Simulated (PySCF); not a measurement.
Continuum solvent and chemical shifts

Molfile (atoms numbered from 1):
```
CaO
     RDKit          3D

  2  1  0  0  0  0  0  0  0  0999 V2000
    0.9043   -0.0027   -0.0094 O   0  0  0  0  0  0  0  0  0  0  0  0
   -0.8988    0.0052   -0.0189 Ca  0  0  0  0  0  2  0  0  0  0  0  0
  1  2  2  0
M  END
```

GIAO PBE0/pcSseg-1 in PySCF 2.14.0 with density-fitted response routines on one PBE0-D3(BJ)/def2-SVP conformer, non-relativistic, equivalent nuclei averaged. Solvents enter as an IEF-PCM continuum (benzene with ε = 2.3) around the gas-phase geometry.

Gas phase, σ in ppm: O1 -526.3, Ca2 1253.3. Dipole moment 8.35 D.

**Question.** How does each σ change in the continuum?

**Answer.** 
| atoms | environment | Δσ, benzene |
| --- | --- | --- |
| O1 | oxygen bonded to Ca | +43.5 |
| Ca2 | Ca bonded to O | -21.2 |

Changes are relative to the gas phase. The dipole moment becomes 9.74 D in benzene.

**Question.** Which nuclei move most (in ppm), and what does the model miss?

**Answer.** O1 (oxygen bonded to Ca, +43.5 ppm) in benzene. A continuum only polarises the solute; specific hydrogen bonds, the anisotropy of aromatic solvents and changes of geometry or conformer are outside it.
